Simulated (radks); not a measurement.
Charge is removed step by step from the 2p up level of the neon ion Ne4+, starting from [He] 2s2 2p(up 2, down 0). All-electron calculation, scalar-relativistic Kohn-Sham, LDA (Slater exchange, Perdew-Wang correlation), spin-polarised, spherical densities, point nucleus. Program: a radial shooting solver on a logarithmic mesh with Libxc functionals.

removed (e)	E - E(0) (eV)	eigenvalue (eV)	E minus straight line (eV)
0	0.000	-111.97	0.000
0.125	14.226	-115.66	-1.650
0.25	28.916	-119.39	-2.836
0.375	44.074	-123.15	-3.554
0.5	59.704	-126.94	-3.801
0.625	75.809	-130.75	-3.573
0.75	92.392	-134.60	-2.865
0.875	109.46	-138.47	-1.675
1	127.01	-142.37	0.000

Removing the whole electron costs 127.01 eV by Delta-SCF, against 111.97 eV from minus the eigenvalue at the starting occupation. Slater's transition state (half an electron removed) gives 126.94 eV. Integrating minus the eigenvalue over the occupation (Janak's theorem) gives 127.01 eV. In this scalar-relativistic scheme the density is built from large components alone, so the theorem holds only approximately. The mean slope of the eigenvalue, de/dn, is 30.4 eV per electron. Ionisation energy of Ne4+ in the NIST Atomic Spectra Database: 126.25 eV (measured).
